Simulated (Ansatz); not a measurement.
Reaction (formal hydrolysis of the Si–C bond): `C[SiH2]SS` + H₂O → `O[SiH2]SS` + CH₄

Isolated molecules relaxed with PBE0-D4/def2-TZVP in Ansatz; ΔE leaves out vibrations. CBS: MP2 limit from def2 TZ/QZ plus the TZ coupled-cluster correction, frozen cores. This one scheme is used for every species. Functionals use def2-TZVPP. HSE06 is defined as in plane-wave codes. Each species was taken in one conformer, which may not be the lowest.

```
         level  ΔE (kJ/mol)  difference from CCSD(T)/CBS
       PBE0-D4        -92.9                          3.8
        B2PLYP       -105.3                         -8.6
        revPBE        -94.0                          2.7
        r2SCAN       -103.2                         -6.5
       r2SCAN0       -102.0                         -5.3
         HSE06        -95.0                          1.7
     CAM-B3LYP       -107.7                        -11.0
MP2/def2-TZVPP       -100.0                         -3.3
MP2/def2-QZVPP        -98.9                         -2.2
  HF/CBS(def2)       -114.1                        -17.4
   CCSD(T)/CBS        -96.7                            0
```

Largest T1 diagnostic among the species: 0.012.

Leaving LDA and LC-ωPBE aside and taking each functional with its dispersion term where it has one, the values, not all of them listed here, spread over 15.2 kJ/mol, from BHLYP-D4 to revPBE-D4. From BLYP to BHLYP (50 % exact exchange), in def2-TZVPP and without D4, ΔE moves by −3.1 kJ/mol.
